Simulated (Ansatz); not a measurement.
`[SiH3][SiH2][GaH2]` and `[AlH2][SiH2][SiH2][GaH2]` differ in one atom or group.

Ansatz, PBE0-D4/def2-TZVP geometries, multiplicity 1. Each molecule was computed in one conformer, which needn't be the lowest.

Scalar relativity is left out up to krypton.

| property | `[SiH3][SiH2][GaH2]` |
| --- | --- |
| LUMO energy (ωB97M-V/def2-TZVPP) / eV | -0.53 |
| HOMO energy (PBE0/def2-TZVPP) / eV | -7.48 |
| size of the dipole moment (ωB97M-V/def2-TZVPP) / D | 0.27 |
| LUMO energy (PBE0/def2-TZVPP) / eV | -2.22 |
| LUMO energy (B3LYP/def2-TZVPP) / eV | -2.46 |
| LUMO energy (PBE/def2-TZVPP) / eV | -2.99 |

Problem. What does the change do to each property? (An estimate is asked.)

Solution. The calculation gave: 
```
                                          property  `[AlH2][SiH2][SiH2][GaH2]`  shift
             LUMO energy (ωB97M-V/def2-TZVPP) / eV                       -0.72  -0.19
                HOMO energy (PBE0/def2-TZVPP) / eV                       -6.94   0.54
size of the dipole moment (ωB97M-V/def2-TZVPP) / D                        0.18  -0.09
                LUMO energy (PBE0/def2-TZVPP) / eV                       -2.35  -0.13
               LUMO energy (B3LYP/def2-TZVPP) / eV                       -2.54  -0.08
                 LUMO energy (PBE/def2-TZVPP) / eV                       -3.09  -0.10
```

With PBE0 the HOMO rises by 0.54 eV and the LUMO falls by 0.13 eV, so the gap narrows by about 0.67 eV. PBE moves the HOMO by 0.45 eV and ωB97M-V by 0.66 eV. The zero-point energy changes by 15.2 kJ/mol with +6 modes. Dipoles are sizes alone; their direction can turn.

B3LYP here is the variant with VWN-RPA as its local correlation; programs differ in this.
